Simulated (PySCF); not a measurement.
**Working out the ionisation energy of B⁺**

B⁺ [He] 2s2 (1S) → B²⁺ [He] 2s1 (2S). Calculation: PySCF 2.14, in aug-cc-pCVQZ-DK; the spin-free X2C one-electron Hamiltonian (Gaussian nucleus). Frozen: nothing. Energies in hartree (1 hartree = 27.21139 eV):

| part | B⁺ (lower) | B²⁺ (upper) |
| --- | --- | --- |
| UHF | -24.244314 | -23.382570 |
| MP2 opposite-spin | -0.082701 | -0.043070 |
| MP2 same-spin | -0.001934 | -0.001129 |

**Question.** What does Hartree-Fock give?

**Answer.** (-23.382570) − (-24.244314) = 0.861744 hartree = 23.449 eV.

**Question.** What do MP2 and SCS-MP2 (6/5 opposite-spin, 1/3 same-spin) give?

**Answer.** The opposite-spin parts differ by 1.078 eV and the same-spin parts by 0.022 eV. MP2: 23.449 + (1.078) + (0.022) = 24.549 eV. SCS-MP2: 23.449 + 1.2 × (1.078) + (0.022)/3 = 24.750 eV.

Measured between the centres of the two terms (NIST): 25.155 eV, so MP2 (valence and next inner shell) is off by -0.606 eV.

What remains against the reference includes basis incompleteness and correlation beyond second order.
